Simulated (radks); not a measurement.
Values are calculated unless marked as measured or tabulated.
Task: Ionisation of neutral lead, [Hg] 6p2, to Pb+, [Hg] 6p1, under several functionals. Dirac Kohn-Sham, spin-unpolarised, spherical densities, finite nucleus; open shells are shared between the two j in proportion to 2j + 1; a radial shooting solver on a logarithmic mesh with Libxc functionals. Known Delta-SCF values: PW91 6.756 eV; HCTH/407 6.775 eV. What does B86b exchange with PBE correlation give, and what is its highest occupied eigenvalue?

Result: 6.721 eV by Delta-SCF; the 6p3/2 eigenvalue is -3.137 eV. NIST: 7.417 eV (measured).

Beside tabulated values, note that spin-unpolarised runs miss the spin-polarisation part of the exchange energy of open shells.
